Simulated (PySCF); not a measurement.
Si(F)3(Me) (CH₃F₃Si), SMILES C[Si](F)(F)F. Atoms are numbered in the order given.

```xyz
8

C      0.0000     0.0000     1.8048
Si     0.0000     0.0000    -0.0300
F     -1.2924    -0.7462    -0.6288
F      1.2924    -0.7462    -0.6288
F      0.0000     1.4924    -0.6288
H     -0.8929     0.5155     2.1900
H      0.8929     0.5155     2.1900
H      0.0000    -1.0310     2.1900
```
Charge 0, spin multiplicity 1.

Geometry optimised at ωB97X-D3(BJ)/def2-SVP.

All values below come from CAM-B3LYP/def2-TZVP (PySCF).

Symmetry labels are those of the subgroup Cs that the program uses (full group C3v).

Computed valence orbital energies around the gap with their symmetry:
| orbital | symmetry | energy (eV) |
|---|---|---|
| HOMO−7 | A' | -14.62 |
| HOMO−6 | A" | -14.62 |
| HOMO−5 | A" | -14.18 |
| HOMO−4 | A' | -14.18 |
| HOMO−3 | A" | -13.51 |
| HOMO−2 | A" | -13.40 |
| HOMO−1 | A' | -13.40 |
| HOMO | A' | -12.00 |
| LUMO | A' | 1.52 |
| LUMO+1 | A' | 2.80 |
| LUMO+2 | A" | 2.80 |
| LUMO+3 | A' | 2.88 |
